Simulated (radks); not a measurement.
Results of a calculation; reference values are marked as such.
Polarisability of the oxygen ion O5+, [He] 2s1, at imaginary frequency. Level of theory: scalar-relativistic Kohn-Sham, LDA (Slater exchange, VWN5 correlation), spin-polarised, spherical densities, finite nucleus; open shells are filled with parallel spins first; Fermi nuclear charge, rms radius 2.6991 fm (a radial shooting solver on a logarithmic mesh with Libxc functionals). Response by self-consistent Sternheimer equations with the Hartree and adiabatic LDA kernel, the relativistic mass of each level held fixed and spin-orbit coupling left out.

w (hartree),alpha1(iw) (bohr^3),alpha2(iw) (bohr^5)
0.00266,0.9281,0.1908
0.0143,0.9273,0.1908
0.0360,0.9229,0.1907
0.0697,0.9091,0.1907
0.118,0.8755,0.1905
0.186,0.8083,0.1901
0.280,0.6959,0.1892
0.413,0.5423,0.1873
0.605,0.3765,0.1836
0.892,0.2353,0.1758
1.35,0.1370,0.1598
2.12,0.07643,0.1290
3.59,0.03948,0.08061
6.94,0.01649,0.03152
17.5,0.004612,0.005912

Static values: alpha1 = 0.9281 bohr^3 (0.1375 angstrom^3; uncoupled 1.090), alpha2 = 0.1908 bohr^5, alpha3 = 0.2276 bohr^7. C6 = 0.3315, C8 = 0.6286, triple-dipole C9 = 0.2221 atomic units. One-pole (London) frequency 4 C6 / (3 alpha1^2) = 0.513 hartree, against 4.689 for minus the highest occupied eigenvalue.
